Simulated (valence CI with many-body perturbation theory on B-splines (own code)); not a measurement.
# Which ion has this spectrum?

A relativistic CI+MBPT calculation for an atom or ion with 14 electrons gives these levels (cm⁻¹):

```tsv
J	Parity	E	g
0	even	0	
1	even	41000	1.50
2	even	62105	1.34
2	even	124608	1.16
0	even	186629	
2	odd	376612	1.96
1	odd	474673	0.64
2	odd	477613	1.24
3	odd	493709	1.33
0	odd	548618	
1	odd	553722	1.39
2	odd	555312	1.31
2	odd	604711	1.13
1	odd	657046	1.64
```

The energies are calculated, with errors of perhaps 300 cm⁻¹, more in some levels.

Q: Which is it?
A. Ga17+
B. Zn16+
C. Kr22+
D. As19+

A: D. As19+, ground level 3s2.3p2 3P_0.
